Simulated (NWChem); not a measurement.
A series in which one site is exchanged, each optimised at PBE0/def2-SVP with NWChem, gas phase unless a solvent is named. For some, no frequency run checked for a minimum. def2 effective core potentials on Zr, Hf; no spin-orbit coupling.

A: [F][ZrH3] (ZrH3F; site = Zr)
B: [F][HfH3] (HfH3F; site = Hf)
C: [F][TiH3] (TiH₃F; site = Ti)
D: F[SiH3] (SiH3F; site = Si)

```json
[
 {"quantity": "vertical ionisation energy, ΔSCF, PBE0/def2-SVP (eV)", "A": "10.90", "B": "10.84", "C": "11.49", "D": "[?]"},
 {"quantity": "static polarisability, PBE0/def2-SVPD (bohr³)", "A": "48.9", "B": "46.7", "C": "43.3", "D": "[?]"},
 {"quantity": "lowest singlet excitation, PBE0/def2-SVPD, TDA (eV)", "A": "4.19", "B": "4.52", "C": "3.41", "D": "[?]"}
]
```

### Question
Some entries are withheld; supply them.

### Answer

- vertical ionisation energy, ΔSCF, PBE0/def2-SVP (eV), D: 12.44
- static polarisability, PBE0/def2-SVPD (bohr³), D: 28.7
- lowest singlet excitation, PBE0/def2-SVPD, TDA (eV), D: 8.01
